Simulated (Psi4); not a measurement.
A dimer, HBr ··· Br2 (SMILES Br and BrBr); the first 2 atoms form monomer A.

```
4

Br     0.7124     0.0000     0.0000
H     -0.7124     0.0000     0.0000
Br    -0.0473    -1.2338     3.2423
Br    -0.5043    -2.0405     5.3644
```

Problem. What interaction energy does SAPT0/jun-cc-pVDZ, frozen core (Psi4) give, and which attractive term is the largest?

Solution. Total -4.16 kJ/mol: electrostatics -8.75, exchange 14.45, induction -3.91, dispersion -5.95. The most attractive term is electrostatics.
